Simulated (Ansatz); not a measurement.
Species: C6H11, net charge 0, doublet state. It need not be the lowest isomer of its formula. 
Geometry from a B3LYP-D3(BJ)/def2-TZVP (Ansatz, a first-principles code) optimisation:
```xyz
17

C      2.0943    -0.8117     0.1897
C      0.6976    -0.3189     0.1350
C     -0.3972    -0.9705    -0.6471
C     -1.6511    -0.1632    -0.2701
C     -1.1106     1.2526    -0.0182
C      0.2621     1.0211     0.6430
H      2.6977    -0.4390    -0.6542
H      2.6037    -0.4849     1.1008
H      2.1416    -1.9031     0.1477
H     -0.2090    -0.8974    -1.7320
H     -0.4947    -2.0405    -0.4346
H     -2.4288    -0.1923    -1.0342
H     -2.0797    -0.5651     0.6520
H     -0.9723     1.7656    -0.9739
H     -1.7813     1.8645     0.5859
H      0.9797     1.8166     0.4086
H      0.1726     1.0188     1.7403
```
Charge 0, spin multiplicity 2.

Quantity: atomisation energy (electronic, to ground-state atoms), in kJ/mol. Correlated levels leave the core frozen unless marked. UHF or UKS for open shells. No spin-orbit coupling. No relativistic terms. The coupled-cluster limit lacks core correlation, which all-electron functionals hold. CBS(X,Y): correlation extrapolated as X^-3; Hartree-Fock from the larger set. The bracket is a focal-point correction in the basis named.

```
level                                                     program  atomisation energy (kJ/mol)
-------------------------------------------------  --------------  ---------------------------
SVWN5/def2-TZVPD                                           Ansatz                   (withheld)
PBE-D4/def2-TZVPD                                  Ansatz + dftd4                       7094.4
BLYP-D4/def2-TZVPD                                 Ansatz + dftd4                       6898.2
r2SCAN-D3(BJ)/def2-TZVPD                           Ansatz + dftd3                   (withheld)
PBE0/STO-3G                                                Ansatz                       8412.8
PBE0/def2-SVP                                              Ansatz                       7072.7
PBE0/def2-TZVP                                             Ansatz                       6991.0
PBE0/def2-TZVPD                                            Ansatz                       6991.5
CAM-B3LYP-D3(BJ)/def2-TZVPD                        Ansatz + dftd3                   (withheld)
B2GP-PLYP/def2-TZVPD                                       Ansatz                       6842.2
B2PLYP-D3(BJ)/def2-TZVPD                           Ansatz + dftd3                       6877.3
RPA@PBE/cc-pVTZ                                            Ansatz                       6497.9
SCS-MP2/STO-3G                                             Ansatz                       7258.9
CCSD/cc-pVTZ                                               Ansatz                       6699.0
CCSD(T) with core electrons/cc-pwCVTZ                      Ansatz                       6814.0
RI-MP2/CBS(cc-pVTZ,cc-pVQZ)+[CCSD(T)-MP2]/cc-pVTZ          Ansatz                   (withheld)
```

**Question.** Complete the blanks.

**Answer.** 
- SVWN5/def2-TZVPD, atomisation energy (kJ/mol): 7893.9
- r2SCAN-D3(BJ)/def2-TZVPD, atomisation energy (kJ/mol): 6974.3
- CAM-B3LYP-D3(BJ)/def2-TZVPD, atomisation energy (kJ/mol): 6970.0
- RI-MP2/CBS(cc-pVTZ,cc-pVQZ)+[CCSD(T)-MP2]/cc-pVTZ, atomisation energy (kJ/mol): 6929.6
